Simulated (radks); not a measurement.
All-electron atom: the vanadium ion V2+ in [Ne] 3s2 3p5 3d3 4d1 (not the ground configuration).

All-electron calculation, scalar-relativistic Kohn-Sham, PBE, spin-polarised, spherical densities, finite nucleus; open shells are filled with parallel spins first; Fermi nuclear charge, rms radius 3.6002 fm. Program: a radial shooting solver on a logarithmic mesh with Libxc functionals.

Energy parts (hartree):
| part | energy |
|---|---|
| total | -946.26289 |
| kinetic | 955.10925 |
| electron-nucleus | -2231.88198 |
| Hartree | 374.93591 |
| exchange-correlation | -44.42608 |

Orbitals (lengths in bohr, moments of r in powers of bohr; r(90%) holds 90 % of the orbital's charge):
orbital  occ.  eigenvalue (hartree)     <r^2>  r(90%)      <r>
1s up       1             -198.3032  0.005936   0.119  0.06644
1s down     1             -198.2894  0.005935   0.119  0.06643
2s up       1             -23.23869    0.1124   0.479   0.3083
2s down     1             -23.18069    0.1119   0.478   0.3077
2p up       3             -19.58948   0.09257   0.450   0.2741
2p down     3             -19.53667   0.09215   0.449   0.2735
3s up       1              -3.65526     1.003    1.39   0.9341
3s down     1              -3.46604     1.015    1.40   0.9389
3p up       3              -2.67936     1.143    1.51   0.9883
3p down     2              -2.49547     1.167    1.53   0.9974
3d up       3              -1.18693     1.679    1.92    1.163
3d down     0              -1.02106     1.823    2.02    1.206
4s up       0              -0.82856     7.671    3.81    2.603
4p up       0              -0.62584     10.47    4.46    3.039
4d up       1              -0.36814     19.87    6.12    4.187

The highest occupied level is 4d up at -10.018 eV. The configuration is held as typed, so some empty levels lie below it. Summed over all electrons, <r^2> = 33.48 bohr^2, which gives a Langevin (diamagnetic) susceptibility term of -26.5 x 10^-6 cm^3/mol. The spin density at the nucleus is -0.809 e/bohr^3 (1s -0.416, 2s -1.117, 3s 0.723). The electron density at the nucleus is 9947 e/bohr^3 (large components only). The density falls to 0.001 e/bohr^3 at r = 4.55 bohr. Spin moment in Bohr magnetons: 5.
